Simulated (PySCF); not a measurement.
# Excitation energy of N by level of theory

N [He] 2s2 2p3 (4S) → N [He] 2s1 2p4 (4P), as a difference of total energies. All numbers are calculated (PySCF 2.14, scalar relativity by spin-free X2C-1e, in aug-cc-pVDZ-DK). Correlated levels: valence: 1s2 frozen. The calculations carry no spin-orbit coupling.

```json
{"method": "UHF", "excitation energy (cm⁻¹)": "88797"}
{"method": "MP2 (valence)", "excitation energy (cm⁻¹)": "89310"}
{"method": "SCS-MP2 (valence)", "excitation energy (cm⁻¹)": "89224"}
{"method": "CCSD (valence)", "excitation energy (cm⁻¹)": "87991"}
{"method": "CCSD(T) (valence)", "excitation energy (cm⁻¹)": "87472"}
```

Errors of the correlated levels include the incompleteness of this basis and the frozen core.

The coupled-cluster amplitudes are large for the upper state (T1 above 0.03 or a double amplitude above 0.15), so a single reference is strained.

For comparison: 88132 cm⁻¹ (measured; NIST levels, between the centres of gravity of the two terms).
